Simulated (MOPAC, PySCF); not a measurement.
azulene-1,3 wire `CSc1cc(SC)c2cccccc1-2`, neutral singlet in the gas phase. 

Cartesian coordinates (Å):
```xyz
26

C      2.7712    -2.7735     0.2655
S      2.8263    -1.0623    -0.3361
C      1.1606    -0.5472    -0.0902
C      0.0680    -1.3162     0.3848
C     -1.1008    -0.5136     0.4199
S     -2.7168    -0.9716     0.9482
C     -2.5196    -2.7554     1.2198
C     -0.7678     0.7930    -0.0403
C     -1.6490     1.8657    -0.1677
C     -1.3959     3.1809    -0.6086
C     -0.1761     3.7401    -1.0274
C      1.0982     3.1559    -1.1294
C      1.4784     1.8304    -0.8344
C      0.7008     0.7736    -0.3636
H      3.8004    -3.1654     0.1593
H      2.4764    -2.8189     1.3329
H      2.0861    -3.3964    -0.3436
H      0.1189    -2.3702     0.6807
H     -3.5170    -3.1287     1.5194
H     -2.2030    -3.2732     0.2926
H     -1.7998    -2.9657     2.0359
H     -2.6949     1.6507     0.1152
H     -2.2661     3.8558    -0.6255
H     -0.2273     4.8019    -1.3237
H      1.9035     3.8161    -1.4883
H      2.5452     1.5937    -0.9958
```
Charge 0, multiplicity 1.

All levels are single points at this geometry (PBE-D3(BJ)/def2-SVP); Pople sets use spherical d functions. Orbital energies aren't observables, and empty levels follow the basis.

CAM-B3LYP-D3(BJ)/def2-SVP in PySCF gives dipole (D) = 1.23.

Q: Estimate the dipole (D) from each of these levels: PBE-D3(BJ)/def2-SVP in PySCF; B3LYP/3-21G in PySCF; AM1 in MOPAC; PM3 in MOPAC; PM7 in MOPAC.

A: 
```csv
level,dipole (D)
PBE-D3(BJ)/def2-SVP in PySCF,1.89
B3LYP/3-21G in PySCF,1.43
AM1 in MOPAC,0.12
PM3 in MOPAC,0.18
PM7 in MOPAC,0.10
```
